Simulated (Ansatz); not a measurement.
C$_{2}$H$_{10}$Al$_{2}$O$_{2}$, SMILES `[CH3][Al@H-]1[OH+][Al@@H-]([CH3])[OH+]1`. Charge 0, multiplicity 1.

```xyz
16

C    -1.720   -1.719    0.676
Al   -0.910   -0.072    1.337
O    -0.789    1.278    0.061
Al    1.049    1.212   -0.227
C     1.556    0.429   -1.940
O     0.931   -0.107    1.078
H    -1.372   -1.980   -0.329
H    -2.811   -1.635    0.629
H    -1.504   -2.571    1.330
H    -1.326    0.585    2.724
H    -1.241    2.113    0.181
H     1.690    2.562    0.315
H     0.957   -0.453   -2.189
H     2.608    0.125   -1.954
H     1.431    1.146   -2.758
H     1.449   -0.912    1.066
```

(1) List the harmonic frequencies (cm⁻¹, unscaled) at PBE0-D4/def2-TZVP in Ansatz. (Best estimate.)

(2) Is this a minimum?

(3) Give the ideal-gas thermochemistry at 298.15 K and 1 bar (rigid rotor, harmonic oscillator; point group Cs, symmetry number 1).

## Answers

(1) The calculation gave: 56, 94, 95, 128, 161, 175, 220, 290, 330, 430, 459, 503, 527, 543, 555, 583, 601, 636, 643, 665, 686, 731, 744, 772, 880, 890, 1224, 1226, 1442, 1445, 1445, 1448, 1902, 1910, 3030, 3030, 3106, 3106, 3113, 3113, 3931, 3943.

(2) Yes, all 42 modes are real.

(3) Zero-point energy 303.9 kJ/mol; H(298) − E = 335.4 kJ/mol; entropy 419.8 J/(mol·K), of which translation 168.6, rotation 118.0, vibration 133.2; G(298) − E = 210.3 kJ/mol. Modes under 100 cm⁻¹ are hindered rotations or soft bends, so the harmonic entropy is rough.
